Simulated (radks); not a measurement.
Results of a calculation; reference values are marked as such.
Initial-state core-level shifts of the cobalt ion Co3+ when its valence configuration changes from [Ar] 3d6. Code: a radial shooting solver on a logarithmic mesh with Libxc functionals. Model: Dirac Kohn-Sham, PBE, spin-unpolarised, spherical densities, finite nucleus; open shells fill j = l - 1/2 first; Fermi nuclear charge, rms radius 3.7875 fm. Shifts are changes of the shell-averaged eigenvalues in eV (positive: less bound); the change of the density at the nucleus, which sets a Mossbauer isomer shift, is in e/bohr^3, on a base of 1.723e+04.

valence,1s,2s,2p,3s,density at nucleus
3d5 4s1,-9.306,-10.481,-10.386,-8.533,+18.125
3d5 4p1,-10.500,-11.660,-11.558,-9.735,+3.525
3d5.5 4s0.5,-4.512,-5.077,-5.030,-4.181,+8.606
3d4 4s1 4p1,-20.827,-23.352,-23.149,-18.809,+24.126
3d4 4s2,-19.693,-22.218,-22.024,-17.667,+40.011
3d5.5 4p0.5,-5.125,-5.678,-5.629,-4.798,+1.655
3d4.5 4p1.5,-16.109,-17.927,-17.770,-14.785,+5.612
3d4 4p2,-21.938,-24.465,-24.251,-19.929,+7.909
3d3 4s1 4p2,-33.291,-37.346,-37.034,-29.433,+31.121
